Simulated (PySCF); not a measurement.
Dipole moment and polarisability of `N#Cc1cnnnc1`

C₄H₂N₄.
Geometry (GFN2-xTB, Å), atoms numbered from 1 in this order:
```xyz
10
C4H2N4 angstrom
N      3.058    0.111    0.036
C      1.913    0.071    0.021
C      0.503    0.019    0.004
C     -0.212   -1.185   -0.016
N     -1.533   -1.187   -0.032
N     -2.196   -0.081   -0.033
N     -1.617    1.071   -0.015
C     -0.300    1.168    0.006
H      0.277   -2.149   -0.018
H      0.116    2.166    0.023
```

Level: wB97X-D/def2-SVPD (PySCF), static field, nuclei fixed, core orbitals frozen in the response. The polarisability tensor in these axes (au):

```
x   97.11  1.09  0.73
y    1.09 66.91  0.26
z    0.73  0.26 40.15
```

Q: Diagonalise the tensor; give its mean and Δα, where Δα² is half the sum of the squared differences of the eigenvalues.

A: Principal values 40.13, 66.87 and 97.16 au; mean 68.05 au = 10.08 Å³ = 11.22 × 10⁻⁴⁰ C²·m²/J; Δα = 49.41 au (73 % of the mean).

Q: What is the dipole moment, and where does it point?

A: (1.12, 0.05, 0.02) D, 1.12 D in size, pointing from the negative to the positive side. Measured along this direction, the outermost atoms are N6 at the negative end and N1 at the positive end.

Q: Refractivity n − 1 of an ideal gas of it at 350 K and 1 atm, from the electronic α?

A: N = p/kT = 2.0968 × 10¹⁹ cm⁻³, so n − 1 = 2π × N × 10.08 × 10⁻²⁴ cm³ = 1329 × 10⁻⁶ at long wavelengths, for an ideal gas.

Q: In TDDFT the mean static polarisability is Σ f/ω² over all singlet excitations (ω in hartree). How much of it do the 8 lowest give? Their energies (eV) and oscillator strengths: 3.20, 0.0028; 3.77, 0.0000; 3.92, 0.0000; 4.46, 0.0060; 5.83, 0.0001; 5.98, 0.2585; 6.51, 0.0000; 7.09, 0.0026.

A: They add up to 5.82 au, 8.6 % of the 68.05 au; the largest single term is 5.36 au, from the state at 5.98 eV. Terms in order: 0.20, 0.00, 0.00, 0.22, 0.00, 5.36, 0.00, 0.04 au. Higher excitations give the rest. The strengths listed sum to 0.270.

Q: Traceless (Buckingham) quadrupole moment about the centre of nuclear charge: eigenvalues?

A: -23.51, 10.15, 13.36 D·Å. The values depend on the origin, since the dipole doesn't vanish. The electronic extent ⟨r²⟩ about the same centre is 834 bohr², a root-mean-square distance of 2.08 Å for the 54 electrons.

Q: Orientational against electronic polarisability at 298 K (dilute gas, rigid molecules)?

A: In Gaussian units μ²/3kT = 10.21 Å³ against 10.08 Å³, a ratio of 1.01; the Debye molar polarisation (4π/3)N_A(α + μ²/3kT) is 51.2 cm³/mol, leaving out the vibrational part.

Isolated species at its GFN2-xTB geometry, gas phase.
